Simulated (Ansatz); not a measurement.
Input for Ansatz (a program for electronic structure): U-PBE/def2-TZVPP on F (SMILES [F]).

Ansatz 0.2 input:
```yaml
crystal:
  periodic: [false, false, false]
  atoms:
    - {symbol: F, position_ang: [0.00000000, 0.00000000, 0.00000000]}
basis:
  gaussian:
    orbitals: def2-TZVPP
hamiltonian:
  xc: {name: PBE}
magnetization: {spin_polarized: true, initial_magnetization: 1}
```

Question: Predict the final total energy.

Answer: -99.6691 hartree.
